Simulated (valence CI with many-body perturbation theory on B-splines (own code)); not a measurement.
The numbers below are computed, except where a source is named.
## Re XXXVII: what each term of the Hamiltonian does

Method: configuration interaction combined with many-body perturbation theory (CI+MBPT): three valence electrons over a frozen Dirac-Fock core [Kr], radial functions for each j: 9 s, 9 p, 10 d, 8 f, 5 g, 3 h, 1 i, with the one-electron correlation potential Σ1 (screened to all orders), the two-electron term Σ2, the three-electron term Σ3, Breit, model QED; selected single and double excitations, second order for the rest (own B-spline code, finite nucleus).

The last digits are not significant, and no measured levels were compared; by estimate large intervals hold to a few tenths of a per cent, small ones and those within an open d or f shell to about a per cent. Only levels of the ground parity were solved; by the run's estimate the other parity begins above the list, which can be wrong where configurations are misplaced.

Each rung adds one term. CI alone is the Dirac-Coulomb CI over the frozen core; QED comes last and gives the full result, which names the levels. Energies are above (4d3/2^3) J=3/2 on the same rung, in cm⁻¹.

Levels are named by their leading jj configuration (3d3/2^4 stands for four electrons in 3d with j = 3/2), which in mixed levels can hold well under half, so a name can repeat and another be missing. Letters in brackets count levels of one name in rising energy.

```csv
Level,CI alone,Σ1,Σ2,Σ3,Breit,QED,Full
(4d3/2^2 4d5/2) J=5/2 [a],133854,+750,+343,+187,-3348,+420,132205
(4d3/2^2 4d5/2) J=3/2,153883,+728,-578,+470,-3055,+407,151855
(4d3/2^2 4d5/2) J=7/2,168281,+797,-1457,-130,-4074,+433,163850
(4d3/2^2 4d5/2) J=9/2,172175,+783,-2494,-44,-4315,+418,166523
(4d3/2^2 4d5/2) J=1/2,170884,+741,-1074,+458,-3248,+414,168176
(4d3/2^2 4d5/2) J=5/2 [b],238932,+828,-1902,-377,-3570,+459,234369
(4d3/2 4d5/2^2) J=7/2 [a],298398,+1484,+109,+25,-6739,+830,294107
(4d3/2 4d5/2^2) J=9/2,314051,+1526,-929,+178,-7427,+846,308246
(4d3/2 4d5/2^2) J=3/2 [a],325810,+1488,+571,-198,-6295,+837,322213
(4d3/2 4d5/2^2) J=1/2,335058,+1498,-89,+493,-6472,+841,331328
(4d3/2 4d5/2^2) J=5/2 [a],344461,+1450,-2148,-583,-6278,+811,337714
(4d3/2 4d5/2^2) J=11/2,348063,+1548,-3364,-27,-7928,+843,339135
(4d3/2 4d5/2^2) J=5/2 [b],368050,+1544,-1872,-618,-6838,+855,361121
(4d3/2 4d5/2^2) J=7/2 [b],374602,+1518,-3470,-414,-7065,+834,366006
(4d3/2 4d5/2^2) J=3/2 [b],426737,+1575,+582,-585,-6499,+879,422688
(4d5/2^3) J=9/2,475448,+2258,+7,-165,-10383,+1263,468428
(4d5/2^3) J=3/2,518904,+2196,-959,-501,-9423,+1233,511451
(4d5/2^3) J=5/2,549192,+2207,+1393,-884,-9426,+1245,543726
```

The middle columns are the shifts that each term adds.

(1) How does the ionisation energy move along the ladder, and which term matters most?

Answers

(1) CI alone 1581.3, + Σ1 1584.2, + Σ2 1585.8, + Σ3 1585.8, + Breit 1584.8, + QED 1584.9 eV. The largest step is Σ1, 2.8 eV. NIST lists 1583 ± 5 eV (theoretical).
